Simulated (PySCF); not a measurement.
```xyz
10

C      0.5822     1.1294    -0.3270
Si     1.3097    -0.4297    -0.3001
C     -0.4017    -0.9874     0.2561
C     -0.7554     0.5405     0.1303
H      0.7699     2.1801    -0.5331
H      2.6361    -1.0714    -0.5738
H     -0.9727    -1.6298    -0.4267
H     -0.5006    -1.3804     1.2762
H     -1.5690     0.7001    -0.5991
H     -1.0985     0.9487     1.0973
```

Charge 0, multiplicity 1.

Problem. Give the Mulliken and meta-Löwdin atomic charges from PBE-D3(BJ)/def2-TZVP run with PySCF.

Solution. 
```json
[
 {"atom": "C1", "Mulliken (e)": "-0.27", "meta-Löwdin (e)": "-0.42"},
 {"atom": "Si2", "Mulliken (e)": "0.12", "meta-Löwdin (e)": "0.47"},
 {"atom": "C3", "Mulliken (e)": "-0.31", "meta-Löwdin (e)": "-0.42"},
 {"atom": "C4", "Mulliken (e)": "-0.09", "meta-Löwdin (e)": "-0.18"},
 {"atom": "H5", "Mulliken (e)": "0.12", "meta-Löwdin (e)": "0.13"},
 {"atom": "H6", "Mulliken (e)": "0.00", "meta-Löwdin (e)": "-0.05"},
 {"atom": "H7", "Mulliken (e)": "0.12", "meta-Löwdin (e)": "0.13"},
 {"atom": "H8", "Mulliken (e)": "0.12", "meta-Löwdin (e)": "0.13"},
 {"atom": "H9", "Mulliken (e)": "0.10", "meta-Löwdin (e)": "0.11"},
 {"atom": "H10", "Mulliken (e)": "0.10", "meta-Löwdin (e)": "0.11"}
]
```
